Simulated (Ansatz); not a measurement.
Total energies of Si(OAc)2H2 (C4H8O4Si) from Ansatz at PBE-D4/def2-TZVP, gas phase (1 Eh = 27.2114 eV = 2625.5 kJ/mol). The reference geometry is relaxed at r2SCAN-D4/def2-SVP.

```
                 state   geometry  energy (Eh)
      charge 0 singlet  reference   -747.29981
      charge 1 doublet  reference   -746.95436
free Si atom (triplet)          –   -289.22285
 free O atom (triplet)          –    -75.00967
 free C atom (triplet)          –    -37.79597
 free H atom (doublet)          –     -0.49962
```

(1) Work out the vertical ionisation energy to the doublet.

(2) What is the binding energy per atom against free atoms?

(1) E(charge 1 doublet) − E(charge 0 singlet) = -746.95436 − (-747.29981) = 0.34545 Eh = 9.40 eV. For comparison, −ε of the highest occupied level is 6.65 eV at this level, 2.75 eV less.

(2) Atoms: 1 × (-289.22285) + 4 × (-75.00967) + 4 × (-37.79597) + 8 × (-0.49962) = -744.44237 Eh. Binding: -744.44237 − (-747.29981) = 2.85744 Eh = 77.75 eV, or 4.57 eV for each of 17 atoms (no zero-point energy, no counterpoise term).

At PBE-D4/def2-TZVP the gap within one spin of the charge 1 doublet nearly closes, so an electron or hole may be smeared out by delocalisation error.
